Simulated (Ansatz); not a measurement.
`C[Si](O)(Cl)Br` + `C[NH][AlH][SH]` → `C[SiH](Cl)Br` + `C[NH][Al]([OH])[SH]`  (redistribution)

Computed with Ansatz on PBE0-D4/def2-TZVP structures; ΔE is electronic, products minus reactants. CBS: MP2 limit from def2 TZ/QZ plus the TZ coupled-cluster correction, frozen cores. Functionals use def2-TZVPP. B3LYP here is the variant with VWN-RPA as its local correlation; programs differ in this. For Br outer-core shells are correlated without core-valence functions, which leaves a few kJ/mol of doubt a bond. Scalar relativity is left out up to krypton. Each species was taken in one conformer, which may not be the lowest.

```csv
level,ΔE (kJ/mol),difference from CCSD(T)/CBS
B3LYP-D4,-17.9,2.5
CAM-B3LYP-D4,-17.6,2.8
PBE,-17.9,2.5
BLYP,-22.0,-1.6
PBE0,-18.1,2.3
RPA@PBE/def2-TZVPP,-20.1,0.3
CCSD(T)/def2-SVP,-22.5,-2.1
CCSD/def2-TZVPP,-20.8,-0.4
MP2/def2-QZVPP,-21.8,-1.4
SCS-MP2/def2-QZVPP,-22.6,-2.2
CCSD(T)/CBS,-20.4,0
```

Largest T1 diagnostic among the species: 0.011.

Leaving LDA and LC-ωPBE aside and taking each functional with its dispersion term where it has one, the values, not all of them listed here, spread over 17.0 kJ/mol, from B2PLYP to B97M-V. LDA lies +7.8 kJ/mol from PBE without D4. The D4 term adds +3.5 kJ/mol with B3LYP and +1.8 kJ/mol with PBE0; it sums over pairs of atoms, weighted by their polarisabilities, and B3LYP, whose exchange is more repulsive, gets the larger term.
